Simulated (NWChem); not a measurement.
# Polarisability of hydrogen iodide (HI)

```xyz
2

I      0.0000     0.0000     0.0302
H      0.0000     0.0000    -1.6026
```
Charge 0, spin multiplicity 1.

All runs are NWChem calculations. The geometry was optimised at PBE/def2-SVP with def2 effective core potentials on I, a minimum by its harmonic frequencies.

Basis set: def2-SVPD. The field's frequency is 0.0773 Ha (589 nm).

Effective core potentials replace the inner electrons of I; spin-orbit coupling is left out. B3LYP has NWChem's definition, with VWN1-RPA local correlation.

One of these methods gave an isotropic polarisability of 37.76 bohr³. Which?
A. HF
B. B3LYP
C. PBE
D. PBE0

D, PBE0. The others give 36.50 (HF), 38.22 (B3LYP), 39.04 (PBE).
